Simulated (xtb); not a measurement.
CaF (SMILES [F][Ca+]), charge +1, singlet, geometry from GFN2-xTB (such geometries of metal compounds can be far from the true shape). Base run: GFN2-xTB in xtb 6.7.1.

Geometry (Å):
```xyz
2

Ca     0.0000     0.0000    -0.6131
F      0.0000     0.0000     1.3623
```
Charge +1, spin multiplicity 1.
All else is at xtb's defaults.
Base energy -4.71263 Eh.

The base run was repeated with changes; each row names its change, and settings that it needs were set with it.

| change | ΔE vs base (kJ/mol) | HOMO-LUMO gap (eV) | G_solv (kcal/mol) | SCF cycles |
|---|---|---|---|---|
| base | 0.00 | 1.58 | - | 47 |
| etemp = 3000 | -6.26 | 1.67 | - | 55 |
| gbsa = water | -225.3 | 1.57 | -53.91 | 39 |
| acc = 0.0001 | 0.00 | 1.58 | - | 53 |
| alpb = benzene | -204.8 | 1.57 | -49.00 | 44 |
| alpb = toluene | -196.4 | 1.57 | -47.00 | 48 |
| file = coord | 0.00 | 1.58 | - | 47 |
| etemp = 10000 | -145.8 | 2.62 | - | 30 |
| acc = 1000 | 0.12 | 1.59 | - | 40 |
| alpb = water | -318.7 | 1.59 | -76.22 | 38 |

ALPB and GBSA are two models with their own fitted parameters for each solvent, which aren't always the measured dielectric constant.
